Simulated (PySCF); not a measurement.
# `C[C@]1(F)C=C1Br`, C4H4BrF

Geometry:
| atom | x (Å) | y (Å) | z (Å) |
| --- | --- | --- | --- |
| C1 | -1.262 | -0.336 | -0.303 |
| C2 | 0.174 | -0.394 | 0.140 |
| F3 | 0.571 | -1.710 | 0.331 |
| C4 | 0.858 | 0.635 | 0.987 |
| C5 | 1.231 | 0.561 | -0.268 |
| Br6 | 2.309 | 1.176 | -1.633 |
| H7 | -1.384 | -0.885 | -1.235 |
| H8 | -1.899 | -0.792 | 0.452 |
| H9 | -1.560 | 0.697 | -0.450 |
| H10 | 0.972 | 1.053 | 1.957 |

Computed, not measured: GIAO HF/pcSseg-1 magnetisability, rotational g tensor and spin-rotation constants, non-relativistic, gas phase (PySCF). Geometry: GFN2-xTB.

The calculation is non-relativistic, which matters for the atoms heavier than Zn.

Problem. How diamagnetic is it, and how anisotropic?

Solution. Isotropic -1195 × 10⁻³⁰ J/T², or -72.0 × 10⁻⁶ cm³/mol; principal values -1384, -1145, -1058 × 10⁻³⁰ J/T², anisotropy 292 × 10⁻³⁰ J/T² (root of half the summed squared differences of the principal values). The susceptibility is in cgs units.

Problem. Split it along the inertial axes a, b, c into diamagnetic and paramagnetic parts about the centre of mass, with the quadrupole moment.

Solution. 
```
axis  χ (10⁻⁶ cm³/mol)  diamagnetic (10⁻⁶ cm³/mol)  paramagnetic (10⁻⁶ cm³/mol)  summed x² of all electrons (Å²)  quadrupole Θ (D Å)
   a             -69.0                      -315.9                        246.9                            214.8               -0.29
   b             -81.2                     -1059.2                        978.0                             39.6               -2.65
   c             -65.8                     -1079.1                       1013.3                             34.9               +2.95
```
Anisotropies 2χaa − χbb − χcc = +9.0 and 2χbb − χaa − χcc = -27.5 × 10⁻⁶ cm³/mol. Θ is traceless in Buckingham's convention.

Problem. And the rotational g tensor?

Solution. 
| axis | rotational constant (GHz) | g | nuclear part | electronic part |
| --- | --- | --- | --- | --- |
| a | 5.3228 | -0.0347 | 0.5827 | -0.6174 |
| b | 1.1079 | -0.0002 | 0.5089 | -0.5091 |
| c | 1.0923 | -0.0097 | 0.5102 | -0.5200 |

Asymmetric top; isotopes 79Br, 12C, 19F, 1H; no vibrational averaging.
